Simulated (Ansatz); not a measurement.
Consider the ligand exchange at a Mg–O bond: `C[O][Mg][Cl]` + H–F → `[F][Mg][Cl]` + CH₃OH.

Calculated with Ansatz (gas phase, PBE0-D4/def2-TZVP geometries, no zero-point term in ΔE). CCSD(T)/CBS adds triple-zeta CCSD(T) − MP2 to the extrapolated MP2 energy (def2 sets, frozen cores). This one scheme is used for every species. Functionals use def2-TZVPP. For Mg outer-core shells are correlated without core-valence functions, which leaves a few kJ/mol of doubt a bond. One conformer a species, not always the lowest.

Question: Is it downhill or uphill in electronic energy at CCSD(T)/CBS, and by how much? (An estimate is asked.)

Answer: Ansatz gave: Downhill: ΔE = -0.56 eV.

Question: What do these levels give: B97M-V, r2SCAN0-D4, BLYP, BHLYP, CCSD/def2-SVP, CCSD(T)/def2-SVP? (Best estimate.)

Answer: Computed: B97M-V -0.67, r2SCAN0-D4 -0.61, BLYP -0.69, BHLYP -0.64, CCSD/def2-SVP -0.60, CCSD(T)/def2-SVP -0.60 eV.

Largest T1 diagnostic among the species: 0.010.

In def2-TZVPP, CCSD(T) changes the Hartree–Fock value by +0.06 eV (the triples alone add +0.00 eV) and MP2 by +0.08 eV. Leaving LDA and LC-ωPBE aside and taking each functional with its dispersion term where it has one, the values, not all of them listed here, spread over 0.08 eV, from B97M-V to PBE-QIDH. LDA lies +0.10 eV from PBE without D4.
